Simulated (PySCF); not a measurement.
**Correlation energy of Mo (molybdenum, neutral)**

[Kr] 4d5 5s1, high-spin 7S determinant. Calculation: PySCF 2.14, in def2-TZVPPD with the def2 core potential (28 electrons) (6s4p3d2f1g, 56 functions); scalar relativity through the core potential. Frozen: 4s2 4p6; 6 electrons correlated.

```json
{"level": "CCSD", "correlation energy (mhartree)": "-85.04"}
{"level": "(T)", "correlation energy (mhartree)": "-2.11"}
{"level": "CCSD(T)", "correlation energy (mhartree)": "-87.15"}
```

Diagnostics: T1 = 0.0095, D1 = 0.0308, largest double amplitude 0.023.

Is a single reference adequate?

Yes, within this model without spin-orbit coupling: T1 lies below 0.03 and no double amplitude reaches 0.07.
